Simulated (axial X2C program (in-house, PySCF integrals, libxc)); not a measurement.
OsCl: from the spin-free to the two-component result

Computed with an axial X2C code built on PySCF integrals. Spin-free means the one-electron spin-free X2C Hamiltonian; two-component (2c) means X2C with spin–orbit coupling and atomic mean-field two-electron Coulomb and Gaunt terms, so the difference of the two also holds small scalar two-electron terms. Basis: Os dyall-cv3z [13s14p9d6f4g], Cl dyall-av3z [9s8p3d2f] (cores contracted in-house); Gaussian nuclei, density fitting, unrestricted open shells. Masses: Os 191.961 u, Cl 34.969 u.

Spin-free state: M_S = 5/2, Λ = 0 (beyond evenly filled blocks: σα, π+α, π-α, δ+α, δ-α); fragments Os + Cl.

| level | Re (Å) | ωe (cm⁻¹) | De (eV) | μ (D) |
| --- | --- | --- | --- | --- |
| HF | 2.358 | 325.6 | 2.467 | -2.83 |
| MP2 | 2.283 | 356.4 | 3.158 | n/a |

Correlated methods: 15 electrons correlated (number of frozen shells: Os 5 s, 4 p, 2 d, 1 f; Cl 2 s, 1 p), 295 virtual spin orbitals or spinors in MP2.

Dipoles are positive if Cl is the positive end.

Two-component determinant lowest at the distance of the search:

Ω = 9/2 (⟨Sz⟩ = 2.43, ⟨Lz⟩ = 2.07 at HF); fragments Os + Cl.

```csv
level,Re (Å),ωe (cm⁻¹),De (eV),μ (D)
HF,2.385,319.7,2.669,-3.09
MP2,2.304,342.2,3.145,n/a
```

(1) From the two tables, how do the constants change at the MP2 level (2c against spin-free)?

Dissociation energies refer to the lowest single-determinant-based atoms at the same level and basis. The state is one determinant with fixed occupations, lowest in a PBE0 search at one distance only: followed along the bond, the 2c determinant Ω = 7/2 reaches 0.04 eV lower at PBE0, at Re = 2.148 Å, so the state shown is not the lowest. With several unpaired electrons one determinant need not be a pure state. A state of lower Ω lies just above, and one determinant can place such states too high, so the state shown need not be the lowest. The search has Ω = 7/2 only 0.10 eV up.

Answers

(1) At the MP2 level Re increases by 0.021 Å and ωe drops by 14.2 cm⁻¹; De changes by -0.013 eV. The two determinants differ in configuration, so these shifts compare two states and are not the spin–orbit effect on one state.
